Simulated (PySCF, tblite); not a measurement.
Isomers of C5H5ClP2, one GFN2-xTB conformer each. Single-point energies are computed at PBE0/pcSseg-1 (PySCF, gas phase, no added dispersion term), electronic only.

Problem. Rank them by PBE0/pcSseg-1 energy, lowest first (kcal/mol).
A. `Cc1cpcpc1Cl`
B. `Cc1ccpc(Cl)p1`

Solution. A (0.0), B (2.1).

Neighbours under 2.5 kcal/mol apart (Cc1cpcpc1Cl and Cc1ccpc(Cl)p1) can change places with a better method, another conformer or zero-point energy. GFN2-xTB itself gives, in the same order: 0.0, 2.6. Both levels put the same isomer lowest.

Problem. Which frontier levels, dipoles and rotational constants go with these structures?

Solution. 
```json
{"SMILES": "Cc1cpcpc1Cl", "HOMO (eV, PBE0/pcSseg-1)": "-7.17", "LUMO (eV)": "-2.28", "dipole (D)": "1.60", "A, B, C (MHz)": "2023, 1015, 678.6"}
{"SMILES": "Cc1ccpc(Cl)p1", "HOMO (eV, PBE0/pcSseg-1)": "-7.28", "LUMO (eV)": "-2.21", "dipole (D)": "3.53", "A, B, C (MHz)": "2009, 994.9, 668.2"}
```

Problem. What happens when harmonic zero-point energies from GFN2-xTB frequencies are added?

Solution. 
```json
{"SMILES": "Cc1cpcpc1Cl", "ZPE (kcal/mol)": "52.7", "electronic (kcal/mol)": "0.0", "with ZPE (kcal/mol)": "0.0"}
{"SMILES": "Cc1ccpc(Cl)p1", "ZPE (kcal/mol)": "52.6", "electronic (kcal/mol)": "2.1", "with ZPE (kcal/mol)": "2.0"}
```

The zero-point energies span 0.1 kcal/mol. The order is unchanged.
